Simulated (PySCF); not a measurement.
WO₂F, SMILES [O]=[W+](=[O])[F], charge +1, multiplicity 1.

Geometry optimised at r2SCAN-D4/def2-TZVP. The spin state was assumed, not searched. The isomer is the one that the SMILES or the coordinates give; other isomers of the formula were not compared. The def2 effective core potentials stand for the cores of W; spin–orbit coupling is left out.

Calculation: r2SCAN-D4/def2-TZVP run with PySCF.

Frequencies are harmonic and unscaled.

Computed vibrational spectrum:
```csv
mode,ν (cm⁻¹),IR (km/mol),moving atoms (share of kinetic energy)
1,254,14.6,"O 54 %, F 31 %, W 15 %"
2,270,1.6,"O 49 %, F 45 %"
3,394,2.0,O 92 %
4,771,80.0,"F 89 %, W 10 %"
5,1043,89.2,"O 90 %, W 10 %"
6,1090,19.0,O 93 %
```
